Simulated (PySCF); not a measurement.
**Working out the ionisation energy of Sm²⁴⁺**

Sm²⁴⁺ [Kr] 4d2 (3F) → Sm²⁵⁺ [Kr] 4d1 (2D). Computed with PySCF 2.14 in an even-tempered Gaussian basis (18 s from 1.6 bohr⁻², ratio 2.5; 12 p from 2.1 bohr⁻², ratio 2.5; 9 d from 2.1 bohr⁻², ratio 2.5; 4 f from 8.7 bohr⁻², ratio 2.7; 3 g from 13 bohr⁻², ratio 2.7), with the non-relativistic Hamiltonian (point nucleus). Frozen: [Ar] 3d10; the 35 highest virtual orbitals dropped. Energies in hartree (1 hartree = 27.21139 eV):

```csv
part,Sm²⁴⁺ (lower),Sm²⁵⁺ (upper)
UHF,-9777.528107,-9748.786331
MP2 opposite-spin,-0.243161,-0.241952
MP2 same-spin,-0.081283,-0.080087
```

**Question.** What does Hartree-Fock give?

**Answer.** (-9748.786331) − (-9777.528107) = 28.741776 hartree = 782.104 eV.

**Question.** What do MP2 and SCS-MP2 (6/5 opposite-spin, 1/3 same-spin) give?

**Answer.** The opposite-spin parts differ by 0.033 eV and the same-spin parts by 0.033 eV. MP2: 782.104 + (0.033) + (0.033) = 782.170 eV. SCS-MP2: 782.104 + 1.2 × (0.033) + (0.033)/3 = 782.155 eV.

Reference: 782 ± 4 eV (theoretical estimate listed by NIST; NIST Atomic Spectra Database, ionization energies), between the lowest levels; spin-orbit coupling is absent from the calculation.

The calculation is non-relativistic.

What remains against the reference includes basis incompleteness, the frozen core and correlation beyond second order.
